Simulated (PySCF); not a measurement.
Species: CH₆OSeSi.
Bonds: C1–O2, O2–Si3, Si3–Se4. Hydrogens: H5, H6, H7 on C1; H8, H9 on Si3; H10 on Se4.

Computed, not measured: PBE0-D3(BJ)/def2-SVP geometry optimisation, gas phase in PySCF 2.14.0.

(1) What internal coordinates does the optimisation give?

## Answers

(1) 
```csv
bond,length (bohr)
C1–O2,2.648
O2–Si3,3.135
Si3–Se4,4.280
"C1–H5, C1–H6, C1–H7",2.086
"Si3–H8, Si3–H9",2.824
Se4–H10,2.781
```

Bonds in one row agree within 0.02 bohr and their mean is given. A selection of angles:
```csv
angle,degrees
O2–C1–H5,111.5
O2–C1–H7,108.9
H5–C1–H6,108.0
C1–O2–Si3,125.0
O2–Si3–Se4,109.9
O2–Si3–H8,112.6
O2–Si3–H9,108.2
Se4–Si3–H8,104.2
Se4–Si3–H9,111.9
H8–Si3–H9,110.2
Si3–Se4–H10,93.0
```

Torsions: C1–O2–Si3–Se4 161° (antiperiplanar); H10–Se4–Si3–O2 -64° (synclinal). The mirror-image conformer, all signs reversed, is as good.

Si3 (oxygen-bound silicon) is distorted tetrahedral (angles from 104.2° to 112.6°).

Point group: C1 (no symmetry element, even within 0.4 Å). Whether it is a minimum is left open (no frequencies). One conformer, not necessarily the lowest (C1–O2–Si3–Se4 161°, O2–Si3–Se4–H -64°).
